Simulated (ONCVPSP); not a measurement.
Transferability test, ONCV potential for arsenic (As)

ONCVPSP 4.0.1 input, shortened (lines: element, Z, core and valence counts, functional; n l f; lmax; l rc ep ncon nbas qcut; lloc lpopt rc5 dvloc0; l nproj debl; icmod fcfact rcfact), PBE, scalar-relativistic:

```
  As 33.00    5    3        4      upf
    1    0    2.00
    2    0    2.00
    2    1    6.00
    3    0    2.00
    3    1    6.00
    3    2   10.00
    4    0    1.75
    4    1    3.25
    2
    0    1.70    0.00    4    7    3.50
    1    1.40    0.00    5    8    6.70
    2    0.75    0.00    3    8   22.70
    4    5    0.65    0.00
    0    1    2.40
    1    2    0.90
    2    2    2.00
    1    0.70    0.00
```

Energies are relative to the spin-unpolarised reference configuration 3d10 4s1.75 4p3.25; without spin polarisation the order of configurations can differ from experiment.

| valence configuration | charge | ΔE all-electron (eV) | error AE − PS (meV) |
| --- | --- | --- | --- |
| 3d10 4s2 4p2 | +1 | 6.817 | -0.7 |
| 3d10 4s2 4p1 | +2 | 24.735 | +0.1 |

**Question.** What are ΔE and the potential's error for 3d9 4s2 4p3?

**Answer.** ΔE = 48.497 eV all-electron; the error (AE − PS) is -525 meV.

**Question.** What are ΔE and the potential's error for 3d10 4s2 4p3?

**Answer.** ΔE = -2.332 eV all-electron; the error (AE − PS) is +0.1 meV.

Levels in the configuration 3d10 4s2 4p3:

```json
{"level": "3d", "all-electron (eV)": "-40.646", "pseudo (eV)": "-40.652"}
{"level": "4s", "all-electron (eV)": "-14.494", "pseudo (eV)": "-14.494"}
{"level": "4p", "all-electron (eV)": "-5.195", "pseudo (eV)": "-5.195"}
```

Note: ghosts flagged at negative energy: s at -364.4 eV, p at -125.6 eV; GHOST(+) flagged for p at 60.6 eV. A true bound ghost makes a file unfit for plane-wave use.
